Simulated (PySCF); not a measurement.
Vertical excitations of a molecule C10H8 from TDA-PBE/def2-SVP (PySCF), as energy in eV (oscillator strength): 4.27 (0.000), 4.32 (0.060), 5.13 (0.000), 5.95 (0.000), 5.96 (0.000), 6.15 (0.000), 6.24 (0.163), 6.29 (0.000), 6.39 (1.799), 6.49 (0.000). Lowest triplet (TDA): 2.94 eV. The structure is a stationary point at r2SCAN-D4/def2-SVP. The values are those of a single conformer.

Problem. Which molecule gave these data?
(A) C#CC(=C)c1ccccc1
(B) C#Cc1ccc(C=C)cc1
(C) C#Cc1cccc(C=C)c1
(D) c1ccc2ccccc2c1

Solution. D, c1ccc2ccccc2c1
